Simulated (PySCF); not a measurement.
Members of the series SiXY, Y = methyl; each row names its spin state. All species are isolated molecules in the gas phase. One relaxed conformer stands for each flexible species; it need not be the lowest. Strings in code marks are SMILES.

The LUMO from two functionals at the same geometries (PBE0-D3(BJ)/def2-SVP), both in PySCF: PBE-D3(BJ)/def2-TZVP and ωB97X-D3(BJ)/def2-TZVP. 

```csv
species,PBE-D3(BJ)/def2-TZVP (eV)
"X = H, multiplicity 1 (`C[SiH]` (lower singlet))",-3.43
"X = fluoro, multiplicity 1 (`C[Si]F` (lower singlet))",-3.02
"X = cyano, multiplicity 1 (`C[Si]C#N` (lower singlet))",-4.25
"X = boryl, multiplicity 1 (`B[Si]C` (lower singlet))",-3.25
"X = ethynyl, multiplicity 1 (`C#C[Si]C` (lower singlet))",-3.49
"X = mercapto, multiplicity 1 (`C[Si]S` (lower singlet; C–Si–S–H torsion 180°))",-2.94
```

Task: What does ωB97X-D3(BJ)/def2-TZVP give for each?

Result: 
- X = H, multiplicity 1 (`C[SiH]` (lower singlet)): -0.46
- X = fluoro, multiplicity 1 (`C[Si]F` (lower singlet)): -0.09
- X = cyano, multiplicity 1 (`C[Si]C#N` (lower singlet)): -1.36
- X = boryl, multiplicity 1 (`B[Si]C` (lower singlet)): -0.26
- X = ethynyl, multiplicity 1 (`C#C[Si]C` (lower singlet)): -0.63
- X = mercapto, multiplicity 1 (`C[Si]S` (lower singlet; C–Si–S–H torsion 180°)): -0.15
Over these rows, drawn at random from the members with no instability flagged (it was tested for open shells, ions and some series alone), PBE minus ωB97X-D3(BJ): mean -2.90 eV, from -2.99 eV to -2.79 eV.
